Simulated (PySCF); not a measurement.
PbHF, SMILES [F][PbH] (connectivity only; charge and spin as stated), neutral, multiplicity 1.

Geometry: B3LYP-D3(BJ)/def2-TZVP. The def2 effective core potentials stand for the cores of Pb; spin–orbit coupling is left out.

Two levels are set side by side: PBE/def2-TZVPD (PySCF) and PBE0/def2-TZVPD (PySCF). Same geometry, gas phase. Differences are taken from unrounded values.

```json
[
 {"quantity": "orbital gap (eV)", "PBE": "2.45"},
 {"quantity": "highest occupied level (eV)", "PBE": "-6.08"},
 {"quantity": "lowest empty level (eV)", "PBE": "-3.63"},
 {"quantity": "dipole moment (D)", "PBE": "3.66"},
 {"quantity": "mean polarisability (bohr³)", "PBE": "46.4"}
]
```

### Question
These are the PBE values. What does PBE0 give? (Estimate from the structure and the level; the computed values follow.)

### Answer

```
quantity                      PBE0  PBE minus PBE0
---------------------------  -----  --------------
orbital gap (eV)              4.28           -1.83
highest occupied level (eV)  -7.18            1.10
lowest empty level (eV)      -2.91           -0.72
dipole moment (D)             3.90           -0.24
mean polarisability (bohr³)   44.6             1.9
```

PBE's occupied levels lie high since its potential decays too fast outside the molecule; exact exchange lowers them and widens the gap. Loosely held outer electrons make PBE densities more polarisable. Differences between two approximate levels are no errors against the true value.

Rough cost on one machine, each run with all the roots and properties that it gave: PBE0 against PBE within a factor of 2.
